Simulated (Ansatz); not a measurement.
System: CH3Cl5Si2 (charge 0, singlet). 
Coordinates optimised at B3LYP-D3(BJ)/def2-TZVP (Ansatz, a program for electronic structure):
```xyz
11

Cl    -1.8382     1.4094    -1.2058
Si    -1.8065    -0.3512    -0.1548
Cl    -3.4940    -0.4677     1.0163
C     -0.3168    -0.4189     0.9611
Si     1.3471    -0.1605     0.1909
Cl     1.4434    -1.1117    -1.6213
Cl     1.7264     1.8263    -0.0825
Cl     2.8052    -0.9367     1.4019
H     -1.8424    -1.4648    -1.1096
H     -0.3163    -1.4090     1.4282
H     -0.4373     0.3161     1.7614
```
Charge 0, spin multiplicity 1.

Basis-set convergence of Hartree-Fock and CCSD correlation energies (hartree) with Ansatz. Cores are frozen in the correlated levels unless marked. No spin-orbit coupling. Non-relativistic.

| basis | functions | E(HF) | E(corr, CCSD) |
|---|---|---|---|
| cc-pV(D+d)Z | 190 | -2915.31214 | -1.09290 |
| cc-pV(T+d)Z | 345 | -2915.43586 | -1.43542 |
| cc-pV(Q+d)Z | 593 | -2915.46272 | -1.55413 |

Extrapolating the two largest sets (X = 3 and 4) as X^-3: E(corr) = (64·(-1.55413) - 27·(-1.43542))/37 = -1.6408 Eh, an estimate of the basis-set limit. The largest set recovers 94.7 % of it, the smallest 66.6 %.
